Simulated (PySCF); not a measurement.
# A small calculation by hand: oscillator strength and radiative lifetime

ClF3H2OSi2, SMILES [SiH2](O[Si](F)(F)F)Cl.

Coordinates come from a PBE0-D3(BJ)/def2-SVP optimisation. The structure was generated by enumeration, and PubChem lists no compound with its InChIKey, so it may never have been made. One conformer was computed; it need not be the lowest.

PySCF 2.14.0 with TDA-PBE0/def2-SVPD puts the first singlet state with f over 0.02 at 8.34 eV (vertical), with the transition dipole (0.195, 0.166, -0.213) in atomic units.

Task: Find the oscillator strength, the wavelength and the radiative lifetime that this transition would have in vacuum if emission retraced absorption.

Result: 
|μ|² = 0.1109 au, so |μ| = 0.85 D. ΔE = 8.34/27.211 = 0.3065 hartree. f = (2/3) ΔE |μ|² = 0.023 (the program prints 0.023).
λ = 1239.84/8.34 = 149 nm; ν = 67267 cm⁻¹.
Einstein's coefficient A = 0.6670 ν² f s⁻¹ (ν in cm⁻¹) = 6.8e7 s⁻¹, so τ = 1/A = 15 ns. This state is S3; the lower singlets have f = 0.002, 0.012. The figure is the radiative limit of this one transition; relaxation, internal conversion, crossing to triplets and a medium change what is measured.
